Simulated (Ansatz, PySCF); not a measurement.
The group X on silaethenyl-X is varied. Gas-phase values, no solvent. One relaxed conformer stands for each flexible species; it need not be the lowest. Strings in code marks are SMILES.

Quantity: vertical ionisation energy (energy after one electron is removed minus that of the parent at the parent's geometry), in eV. The restricted reference of `C=[SiH2]`, `C=[SiH]Cl`, `C=[SiH][SeH]` and `C=[SiH][AlH2]` is unstable towards unrestricted orbitals.

Level 1: frozen-core MP2/def2-TZVPP // PBE0-D3(BJ)/def2-TZVP (Ansatz, a program for electronic structure)
Level 2: PBE/6-31G* // PBE0-D3(BJ)/def2-TZVP (PySCF)
Level 3: minus the HOMO energy of SVWN5/6-31G* // PBE0-D3(BJ)/def2-TZVP (PySCF)
Level 4: HF/def2-TZVPP // PBE0-D3(BJ)/def2-TZVP (Ansatz)

```tsv
species	level 1	level 2	level 3	level 4
`C=[SiH2]`	8.86	8.83	5.61	7.27
`C=[SiH][AlH2]`	8.66	8.59	5.78	7.01
`C=[SiH]Cl`	8.81	8.73	5.66	7.32
`C=[SiH][SeH]` (C–Si–Se–H torsion 0°)	8.33	8.01	5.23	6.88
`C=[SiH]N`	7.88	7.54	4.41	6.44
```
